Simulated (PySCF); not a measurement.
Electron correlation in Yb⁺ (ytterbium, charge +1)

[Xe] 4f14 6s1, 2S determinant. Computed with PySCF 2.14 in x2c-TZVPPall, with the spin-free X2C one-electron Hamiltonian (Gaussian nucleus). Frozen: [Ar] 3d10; 41 electrons correlated.

MP2 pair energies summed by pair of shells (mhartree):

```json
{"pair": "4f-4f", "energy": "-722.96", "share (%)": "38.5"}
{"pair": "4d-4f", "energy": "-333.77", "share (%)": "17.8"}
{"pair": "4f-5p", "energy": "-277.67", "share (%)": "14.8"}
{"pair": "5p-5p", "energy": "-120.93", "share (%)": "6.4"}
{"pair": "4d-4d", "energy": "-94.63", "share (%)": "5.0"}
{"pair": "4f-5s", "energy": "-62.40", "share (%)": "3.3"}
{"pair": "4p-4f", "energy": "-52.52", "share (%)": "2.8"}
{"pair": "4d-5p", "energy": "-31.33", "share (%)": "1.7"}
{"pair": "5s-5p", "energy": "-30.34", "share (%)": "1.6"}
{"pair": "4p-4d", "energy": "-29.78", "share (%)": "1.6"}
{"pair": "4s-4f", "energy": "-21.40", "share (%)": "1.1"}
{"pair": "4d-5s", "energy": "-19.40", "share (%)": "1.0"}
{"pair": "5p-6s", "energy": "-18.60", "share (%)": "1.0"}
{"pair": "4s-4d", "energy": "-16.72", "share (%)": "0.9"}
{"pair": "4f-6s", "energy": "-13.10", "share (%)": "0.7"}
{"pair": "4p-4p", "energy": "-8.37", "share (%)": "0.4"}
{"pair": "5s-5s", "energy": "-5.99", "share (%)": "0.3"}
{"pair": "4p-5p", "energy": "-5.95", "share (%)": "0.3"}
{"pair": "4s-4p", "energy": "-3.39", "share (%)": "0.2"}
{"pair": "4p-5s", "energy": "-3.10", "share (%)": "0.2"}
{"pair": "4s-4s", "energy": "-1.25", "share (%)": "0.1"}
{"pair": "5s-6s", "energy": "-0.92", "share (%)": "0.0"}
{"pair": "4d-6s", "energy": "-0.85", "share (%)": "0.0"}
{"pair": "4s-5p", "energy": "-0.64", "share (%)": "0.0"}
{"pair": "4s-5s", "energy": "-0.59", "share (%)": "0.0"}
{"pair": "4p-6s", "energy": "-0.15", "share (%)": "0.0"}
{"pair": "4s-6s", "energy": "-0.02", "share (%)": "0.0"}
```

Total MP2 correlation energy: -1876.8 mhartree.

Same-spin part -728.18 and opposite-spin part -1148.6 mhartree; SCS-MP2 scales them by 1/3 and 6/5 to -1621.0 mhartree.

This basis was not built for core-valence correlation, so the inner-shell part is incomplete.
